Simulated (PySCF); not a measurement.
B(Cl)2(SeH) (BCl2HSe), SMILES ClB(Cl)[SeH].

The structure is a stationary point at B3LYP-D3(BJ)/def2-SVP. Other conformers were not sampled.

Level of theory: TDDFT-LC-ωPBE/def2-SVPD in PySCF 2.14.0.

Vertical excitations. The molecule is in vacuum. State labels are in the subgroup Cs.

Computed UV-visible absorptions:
```tsv
state	symmetry	energy (eV)	λ (nm)	f	main pairs
S1	A'	5.75	216	0.193	HOMO→LUMO 95 %
S2	A"	6.03	206	0.001	HOMO→LUMO+2 54 %, HOMO→LUMO+3 20 %
S3	A"	6.28	197	0.001	HOMO−1→LUMO 89 %
S4	A"	6.59	188	0.000	HOMO−2→LUMO 95 %
S5	A"	7.17	173	0.045	HOMO→LUMO+1 72 %, HOMO→LUMO+11 15 %
S6	A'	7.51	165	0.126	HOMO−3→LUMO 94 %
S7	A"	8.18	152	0.007	HOMO−4→LUMO 54 %, HOMO→LUMO+3 18 %
S8	A'	8.19	151	0.019	HOMO−1→LUMO+2 41 %, HOMO−1→LUMO+3 21 %, HOMO−1→LUMO+1 18 %
S9	A"	8.27	150	0.023	HOMO−4→LUMO 38 %, HOMO→LUMO+3 26 %, HOMO→LUMO+6 12 %
S10	A"	8.66	143	0.000	HOMO→LUMO+4 66 %, HOMO→LUMO+2 11 %
T1	A'	4.62	269	0	HOMO→LUMO 97 %
T2	A"	5.52	225	0	HOMO→LUMO+2 50 %, HOMO→LUMO+3 20 %, HOMO−1→LUMO 8 %
T3	A"	5.88	211	0	HOMO−1→LUMO 81 %
T4	A"	6.41	193	0	HOMO−2→LUMO 90 %
```
Triplets are in the Tamm–Dancoff approximation, which puts them higher than full response would, so one can lie above its singlet here.
